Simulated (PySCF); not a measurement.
C₄H₆OS. Atoms are numbered in the order given.

```xyz
12

O      0.0036    -1.9600     0.6674
C     -0.5300    -0.9325     0.3334
C     -1.8016    -0.5895    -0.4634
C     -1.1389     0.7703    -0.8193
C     -0.0760     0.5483     0.3038
S      1.6788     0.9543     0.1042
H     -2.0589    -1.2910    -1.2818
H     -2.6814    -0.4914     0.2065
H     -0.6657     0.7571    -1.8197
H     -1.7617     1.6788    -0.7238
H     -0.3923     1.0419     1.2483
H      1.9491    -0.0631    -0.7631
```

Coordinates come from a PBE-D3(BJ)/def2-SVP optimisation. The structure was generated by enumeration; whether it is a known compound was not checked. The values are those of a single conformer.

These are PySCF with PBE/pcSseg-1 values and carry that method's errors.

GIAO shieldings, no solvent; atoms listed in one row are averaged. δ = σ(ref) − σ: ¹⁷O against H2O (σ = 334.3 ppm); ¹³C against TMS (σ = 182.0 ppm); ³³S against H2S (σ = 706.5 ppm); ¹H against TMS (σ = 31.49 ppm), references at their B3LYP-D3(BJ)/def2-TZVP geometries, non-relativistic.

### Question
Estimate the chemical shifts. (Estimate from the structure and the level; the computed values follow.)

### Answer

```
nucleus  atoms  count  δ (ppm)
-------  -----  -----  -------
¹⁷O         O1      1    639.0
¹³C         C2      1    212.3
¹³C         C5      1     64.4
¹³C         C3      1     50.5
¹³C         C4      1     32.6
³³S         S6      1    188.8
¹H         H11      1     4.44
¹H          H8      1     3.45
¹H          H7      1     3.27
¹H         H10      1     2.91
¹H         H12      1     2.58
¹H          H9      1     1.81
```
